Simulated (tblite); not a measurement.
Start geometry of `CC(C)(C)S(=O)(=O)Cl` from a force field or distance geometry (Å):
```
atom  x, y, z in Å
C1    -0.050   -0.638    1.409
C2    -0.052   -0.081   -0.032
C3    -1.377   -0.412   -0.700
C4     1.096   -0.722   -0.826
S5     0.157    1.720    0.015
O6     0.320    2.203   -1.352
O7    -0.836    2.302    0.886
Cl8    1.954    2.146    0.922
H9    -0.207   -1.724    1.414
H10   -0.866   -0.187    2.010
H11    0.882   -0.437    1.926
H12   -1.562   -1.492   -0.745
H13   -1.419   -0.022   -1.719
H14   -2.221    0.042   -0.165
H15    0.970   -1.809   -0.869
H16    2.067   -0.531   -0.345
H17    1.136   -0.346   -1.840
```

Q: What comes out of this run: tblite 0.8.0, GFN2-xTB geometry optimisation, gas phase?

A: 
```
atom  x, y, z in Å
C1    -0.0451   -0.6146    1.4342
C2    -0.0470   -0.1982   -0.0168
C3    -1.3832   -0.4060   -0.7010
C4     1.1236   -0.7095   -0.8213
S5     0.1072    1.6358   -0.0119
O6     0.2517    2.1442   -1.3390
O7    -0.8756    2.2318    0.8365
Cl8    1.9058    1.9451    0.9070
H9    -0.2606   -1.6779    1.5261
H10   -0.8048   -0.0547    1.9756
H11    0.9224   -0.4151    1.8897
H12   -1.6121   -1.4681   -0.7748
H13   -1.3605    0.0190   -1.7021
H14   -2.1728    0.0850   -0.1363
H15    1.0360   -1.7829   -0.9811
H16    2.0607   -0.5102   -0.3060
H17    1.1474   -0.2118   -1.7885
```

The energy falls by 5.7 kcal/mol over 41 L-BFGS steps, the largest force on an atom goes from 2.21 to 0.007 eV/Å, and the atoms move by 0.104 Å rms after alignment. The bond that changes most is C1–C2 (methyl carbon to sp3 carbon bound to sulfur), which shortens by 0.036 Å. Bonds longer at the end by more than 0.005 Å: 1 of 16; shorter: 11. Among the angles that change most is C3–C2–S5, from 109.1° to 102.2°. Among the dihedrals that turn most is C1–C2–C4–H15, from 60° to 71°. Rotational constants go from 2008, 1245, 1136 to 1977, 1350, 1201 MHz. The orientation of the end geometry is arbitrary; only internal coordinates are fixed.

Its GFN2-xTB frequencies are all real (lowest 68 cm⁻¹).

The numbers are calculated, not measured.
